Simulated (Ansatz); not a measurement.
Question: Name a neutral molecule of B, C, Ge, N and H with HOMO–LUMO gap (ωB97M-V/def2-TZVPP) between 10.30 and 10.60 eV and HOMO–LUMO gap (B3LYP/def2-TZVPP) between 5.70 and 6.00 eV (Ansatz, PBE0-D4/def2-TZVP geometry).

Answer: `B[N]([GeH3])C=C` (10.38 eV, 5.91 eV). Other molecules can fit too; these were computed, each in one conformer that needn't be the lowest.

B3LYP here is the variant with VWN-RPA as its local correlation; programs differ in this.
